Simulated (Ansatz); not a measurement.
System: C₂H₁₀OSi₂, charge 0, multiplicity 1. SMILES: C[SiH](C)O[SiH3]
Geometry from a B3LYP-D3(BJ)/def2-TZVP (Ansatz, an electronic-structure program) optimisation:
```xyz
15

Si    -0.8654    -0.2026    -0.5782
C     -1.3404     1.5980    -0.7198
C     -1.7707    -1.0293     0.8305
O      0.7602    -0.3304    -0.3432
Si     2.0513     0.0196     0.5906
H     -1.1634    -0.9042    -1.8499
H     -2.4085     1.7019    -0.9258
H     -0.7935     2.0865    -1.5287
H     -1.1246     2.1364     0.2063
H     -1.4758    -2.0761     0.9269
H     -1.5607    -0.5311     1.7801
H     -2.8509    -0.9981     0.6683
H      3.2606    -0.5616    -0.0315
H      1.8782    -0.5489     1.9497
H      2.2207     1.4881     0.7125
```

Wanted: vertical ionisation energy (to the doublet state of charge +1; each state is the SCF solution reached for its spin; for the doublet the Hartree-Fock reference is unstable and T1 is 0.042), in eV. Correlated levels leave the core frozen unless marked. UHF or UKS for open shells. No spin-orbit coupling. Non-relativistic. 

| level | program | vertical ionisation energy (eV) |
|---|---|---|
| HF/aug-cc-pV(Q+d)Z | Ansatz | 10.15 |
| r2SCAN/def2-TZVPD | Ansatz | 9.80 |
| PBE0/def2-TZVPD | Ansatz | 10.07 |
| BHLYP/def2-TZVPD | Ansatz | 10.43 |
| CAM-B3LYP/def2-TZVPD | Ansatz | 10.39 |
| wB97M-V/def2-TZVPD | Ansatz | 10.45 |
| wB97X-V/def2-TZVPD | Ansatz | 10.50 |
| B2PLYP/def2-TZVPD | Ansatz | 10.25 |
| CCSD/aug-cc-pV(D+d)Z | Ansatz | 10.58 |
